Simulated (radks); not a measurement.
Correlation energies from several functionals, in hartree. Species: Ca13+ [He] 2s2 2p3; Pt60+ [Ar]; Cl2+ [Ne] 3s2 3p3. All-electron calculation, non-relativistic Kohn-Sham, LDA (Slater exchange, Perdew-Wang correlation), spin-polarised, spherical densities, point nucleus. Program: a radial shooting solver on a logarithmic mesh with Libxc functionals. Every spin shell is full or empty, so the densities are truly spherical. Functionals are evaluated on that one density, not self-consistently.

| functional | Ca13+ | Pt60+ | Cl2+ |
|---|---|---|---|
| PW92 | -0.65607 | -2.3785 | -1.1950 |
| PZ | -0.64417 | -2.3877 | -1.1889 |
| PBE | -0.21799 | -0.90333 | -0.55304 |
| PBEsol | -0.26793 | -1.0653 | -0.65046 |
| P86 | -0.29874 | -1.4639 | -0.63031 |
| AM05 | -0.58816 | -2.1782 | -1.0832 |
| TPSS | -0.22371 | -0.90879 | -0.55911 |
| SCAN | -0.22453 | -0.91136 | -0.55305 |
| r2SCAN | -0.22665 | -0.91943 | -0.55842 |
| B95 | -0.30683 | -1.4534 | -0.65436 |
| Tao-Mo | -0.19163 | -0.85420 | -0.50700 |
